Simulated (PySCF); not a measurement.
digermane (H6Ge2), singlet, at a GFN2-xTB geometry. Base run: TPSS/6-31G (PySCF).

Geometry (Å):
```xyz
8

Ge    -1.1755     0.1203    -0.0162
Ge     1.1755    -0.1203     0.0162
H     -1.8391    -0.7089    -1.0726
H     -1.6212     1.5272    -0.2729
H     -1.8272    -0.2771     1.2728
H      1.6248    -1.4598     0.5141
H      1.8594     0.8829     0.8935
H      1.8033     0.0356    -1.3350
```
All else is at PySCF's defaults.

All variants below ran on the same shared machine, one core each. Differences are taken from the largest grid of the series, which the next largest meets within 10 µEh (grids.atom_grid = (150, 974): -4156.811467 Eh). The cheapest run took about 4 core-seconds (a rough figure).

| setting | grid points | cost, times the cheapest (rough) | difference in total energy (µEh) |
|---|---|---|---|
| grids.level = 0 | 8616 | 1 | -1898 |
| grids.level = 2 | 58312 | 2 | 6 |
| grids.prune = dft.gen_grid.treutler_prune | 90744 | 3 | -2 |
| base | 100128 | 4 | 0 |
| grids.level = 5 | 230712 | 7 | 0 |
| grids.atom_grid = (99, 590) | 256416 | 7 | 0 |
| grids.atom_grid = (150, 974) | 640320 | 20 | reference |

Times come from a shared machine, hold the start-up and are rough.
